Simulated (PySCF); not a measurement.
Basis-set dependence of LiSe at CCSD(T)

PySCF, UHF reference; doublet, unpaired electrons π ↑; De to Li + Se without counterpoise correction. Frozen cores follow the default of each basis and core potential.

```tsv
basis	relativity	functions	Re (Å)	ωe (cm⁻¹)	De (eV)	frozen orbitals
def2-SVP	no relativity	41	2.295	509	2.49	9
def2-SVPD	no relativity	53	2.323	490	2.70	9
x2c-TZVPPall	spin-free X2C	67	2.283	512	2.77	9
```

(1) How does each smaller set differ from the one with most functions, x2c-TZVPPall?

Correlated steps freeze 9 core orbitals. Correlated levels converge slowly with the basis: in double zeta they bind strong bonds too weakly, by up to about 1 eV, and carry superposition errors of some tenths. Spin–orbit coupling is left out. The state is the lowest determinant that a PBE0 search found; another state may lie lower at other levels.

## Answers

(1) def2-SVP: +1.2 pm, -0.6 % in ωe, -0.28 eV in De; def2-SVPD: +4.0 pm, -4.3 % in ωe, -0.07 eV in De. All at CCSD(T); the set with most functions is neither the basis-set limit nor always the best. The rows treat relativity differently, so the differences are not basis effects alone.
